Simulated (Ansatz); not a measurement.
Relaxation of C$_{2}$H$_{5}$OSi (9 atoms, charge 1, multiplicity 1), to a largest force component of 0.02 eV/Å in at most 50 steps.

All numbers below come from UKS B3LYP-D4/def2-SVP in Ansatz.

```xyz
9
Properties=species:S:1:pos:R:3:forces:R:3
C -0.543 1.409 0.124 -0.51 0.98 -0.04
O 0.119 0.226 0.536 0.26 -1.12 -0.15
C 0.231 -0.797 -0.226 0.12 0.47 0.57
Si 1.572 -2.065 0.026 1.08 0.19 -0.34
H -1.350 1.603 0.835 -0.17 -0.03 0.19
H 0.172 2.233 0.186 0.24 0.11 0.02
H -0.943 1.326 -0.888 -0.05 -0.17 -0.29
H -0.189 -0.708 -1.239 -0.32 0.04 -0.31
H 0.932 -3.227 0.646 -0.65 -0.47 0.35
```

Question: Where does it end, and by what steps?

Answer: It converged. After 8 steps the energy has fallen by 0.206 eV; H9 moved furthest, 0.53 Å.

```csv
step,energy less start (eV),largest force component (eV/Å),accepted
0,0.0000,1.119,yes
1,-0.1036,0.786,yes
2,-0.1474,0.772,yes
3,-0.1845,0.287,yes
4,-0.1940,0.197,yes
5,-0.2045,0.138,yes
6,-0.2056,0.061,yes
7,-0.2058,0.027,yes
8,-0.2058,0.009,yes
```

```xyz
9
Properties=species:S:1:pos:R:3
C -0.576 1.382 0.141
O 0.315 0.261 0.452
C 0.460 -0.745 -0.299
Si 1.712 -2.163 0.072
H -1.307 1.428 0.958
H 0.054 2.280 0.139
H -1.056 1.212 -0.833
H -0.107 -0.738 -1.258
H 0.505 -2.918 0.627
```

Whether the end is a true minimum wasn't checked by a vibrational analysis.

Time of the run: 14 s on 2 threads of INTEL(R) XEON(R) PLATINUM 8581C CPU @ 2.30GHz (Emerald Rapids), with other jobs on the host, peak memory 0.23 GiB.
